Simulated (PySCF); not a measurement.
Compound: C3H10BFO.
Atom-mapped SMILES: `[BH3-:1][O+:2]([CH3:3])[CH2:4][CH2:5][F:6]` (hydrogens: H7, H8, H9 on B1; H10, H11, H12 on C3; H13, H14 on C4; H15, H16 on C5)

Cartesian coordinates in Å at the PBE0-D3(BJ)/def2-SVP level; atoms count from 1:
```xyz
16
C3H10BFO angstrom
B     -0.8254    1.3776    0.4063
O     -0.5091   -0.2107    0.1236
C     -1.5255   -0.8583   -0.6354
C      0.8049   -0.4932   -0.3545
C      1.8609   -0.0464    0.6359
F      3.0200   -0.6973    0.2944
H     -1.9923    1.3717    0.7534
H     -0.6146    1.9147   -0.6759
H     -0.0466    1.6879    1.2882
H     -1.3135   -1.9366   -0.6656
H     -2.4733   -0.6646   -0.1237
H     -1.5604   -0.4421   -1.6546
H      0.9419   -0.0154   -1.3396
H      0.8930   -1.5848   -0.4670
H      2.0316    1.0382    0.6031
H      1.5601   -0.3302    1.6577
```

Method: core-valence-separated Tamm–Dancoff BHandHLYP/aug-pcX-1 (pcseg-1 on H) in PySCF, non-relativistic, gas phase, PBE0-D3(BJ)/def2-SVP geometry. No shift to experiment was applied.

The lowest roots of each edge with f over 0.003 (five at most, numbered afresh; weaker and dark ones are left out), with transition dipoles (au) in the frame of the coordinates:

```json
{"root": "1", "edge": "C", "E (eV)": "286.49", "f": "0.0563", "μx": "0.0629", "μy": "0.0465", "μz": "0.0437"}
{"root": "2", "edge": "C", "E (eV)": "286.60", "f": "0.0476", "μx": "0.0697", "μy": "-0.0284", "μz": "-0.0333"}
{"root": "3", "edge": "C", "E (eV)": "286.74", "f": "0.0609", "μx": "-0.0766", "μy": "0.0456", "μz": "0.0271"}
{"root": "4", "edge": "C", "E (eV)": "287.42", "f": "0.0034", "μx": "0.0136", "μy": "-0.0167", "μz": "-0.0048"}
{"root": "5", "edge": "C", "E (eV)": "287.76", "f": "0.0175", "μx": "0.0252", "μy": "0.0327", "μz": "0.0279"}
{"root": "6", "edge": "O", "E (eV)": "534.81", "f": "0.0155", "μx": "0.0065", "μy": "-0.0163", "μz": "-0.0295"}
{"root": "7", "edge": "O", "E (eV)": "535.61", "f": "0.0467", "μx": "0.0580", "μy": "0.0116", "μz": "0.0077"}
{"root": "8", "edge": "O", "E (eV)": "536.01", "f": "0.0059", "μx": "0.0153", "μy": "-0.0048", "μz": "-0.0137"}
{"root": "9", "edge": "O", "E (eV)": "537.10", "f": "0.0169", "μx": "-0.0105", "μy": "0.0342", "μz": "0.0021"}
{"root": "10", "edge": "O", "E (eV)": "537.14", "f": "0.0053", "μx": "0.0107", "μy": "-0.0121", "μz": "-0.0119"}
{"root": "11", "edge": "F", "E (eV)": "685.29", "f": "0.0273", "μx": "-0.0341", "μy": "0.0196", "μz": "0.0091"}
{"root": "12", "edge": "F", "E (eV)": "686.68", "f": "0.0093", "μx": "-0.0169", "μy": "0.0141", "μz": "0.0082"}
{"root": "13", "edge": "F", "E (eV)": "687.33", "f": "0.0036", "μx": "0.0136", "μy": "-0.0007", "μz": "0.0051"}
{"root": "14", "edge": "F", "E (eV)": "688.35", "f": "0.0033", "μx": "-0.0125", "μy": "0.0052", "μz": "-0.0037"}
{"root": "15", "edge": "F", "E (eV)": "688.50", "f": "0.0033", "μx": "-0.0031", "μy": "-0.0033", "μz": "-0.0133"}
```

Question: Molecules are fixed in this frame and the field points along y. What effective strengths 3 f cos²θ do the roots have (θ between field and μ)?

Answer: root 1 (C3): 0.045, root 2 (C4): 0.017, root 3 (C5): 0.044, root 4 (C3): 0.006, root 5 (C4): 0.023, root 6 (O2): 0.010, root 7 (O2): 0.005, root 8 (O2): 0.001, root 9 (O2): 0.046, root 10 (O2): 0.006, root 11 (F6): 0.019, root 12 (F6): 0.010, root 13 (F6): 0.000, root 14 (F6): 0.001, root 15 (F6): 0.001. Averaged over all orientations cos²θ is 1/3, which gives f back.

Hardware: Arm Neoverse N1, one thread, shared host with 64 logical CPUs at a one-minute load of 16. Cost: 40 s wall, 0.98 GiB resident at most.

One conformer stands for the species.
